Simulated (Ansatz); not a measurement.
```xyz
14

C     1.0728    0.0000    0.0000
C     0.2723    1.3130    0.0000
C    -1.2237    1.3069    0.0000
C    -1.9852    0.0000    0.0000
C    -1.2237   -1.3069    0.0000
C     0.2723   -1.3130    0.0000
C     2.5936    0.0000    0.0000
H     0.8598    2.3374    0.0000
H    -1.8130    2.3298    0.0000
H    -3.1650    0.0000    0.0000
H    -1.8130   -2.3298    0.0000
H     0.8598   -2.3374    0.0000
H     3.2002   -1.0114    0.0000
H     3.2002    1.0114    0.0000
```

UHF-MP2 on doublet C7H7 was run in several spherical basis sets with Ansatz (development build ahead of 0.2.0). Frozen core: 7 orbitals. Caution for UHF-MP2: the unrestricted determinant is a mixture of spin states.

Q: Rank the basis sets by the total energy that they give, lowest first, with the distance from the lowest.
A. 6-31G(d)
B. def2-SVP
C. cc-pVDZ

A: C (0.00 eV), A (2.22 eV), B (6.21 eV).

Totals follow the description of the cores as much as that of the bonds, so this order isn't one of quality for chemistry.
